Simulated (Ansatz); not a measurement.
All numbers were calculated with Ansatz.

A structure relaxed at PBE0-D4/def2-TZVP, charge 0, multiplicity 1:

Cartesian coordinates in Å:
```
Al 2.1437 1.1890 -0.4961
Si -0.0247 0.1015 -0.7840
C -1.4694 0.6065 0.4301
B -0.7784 -0.5829 1.1329
C -0.3294 -1.6205 0.0802
H 2.8773 1.9154 -1.7042
H 2.8240 1.1730 0.9382
H -0.5565 0.0522 -2.1739
H -1.5512 1.5722 0.9190
H -2.3300 0.4073 -0.2130
H -0.1765 -0.4352 2.1609
H -1.0805 -2.0384 -0.5946
H 0.4516 -2.3401 0.3046
```

Problem. Give its formula and SMILES.

Solution. C2H8AlBSi, `[AlH2][SiH]1CBC1`.

Problem. Point group (tolerance 0.08 Å, 0.16 Å for H)?

Solution. C1.

Problem. Summarise the bond lengths by kind.

Solution. 1 × Al–Si 2.443 Å; 2 × Al–H 1.588 to 1.589 Å; 2 × C–Si 1.951 to 1.954 Å; 1 × H–Si 1.489 Å; 2 × B–C 1.545 Å; 4 × C–H 1.085 to 1.093 Å; 1 × B–H 1.200 Å.
